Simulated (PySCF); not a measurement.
C3H8Mg, SMILES C[CH](C)[MgH].

The structure is a stationary point at r2SCAN-D4/def2-SVP. The structure was generated by enumeration; whether it is a known compound was not checked.

These are PBE/def2-TZVP (PySCF) values and carry that method's errors.

Symmetry labels are those of the subgroup Cs that the program uses (full group Cs).

Computed valence orbital energies around the gap with their symmetry:
```csv
orbital,symmetry,energy (eV)
HOMO−7,A',-10.50
HOMO−6,A',-10.12
HOMO−5,A",-9.39
HOMO−4,A",-8.87
HOMO−3,A",-7.81
HOMO−2,A',-7.66
HOMO−1,A',-6.72
HOMO,A',-4.98
LUMO,A',-1.05
LUMO+1,A',-0.97
LUMO+2,A",-0.95
LUMO+3,A',0.92
```
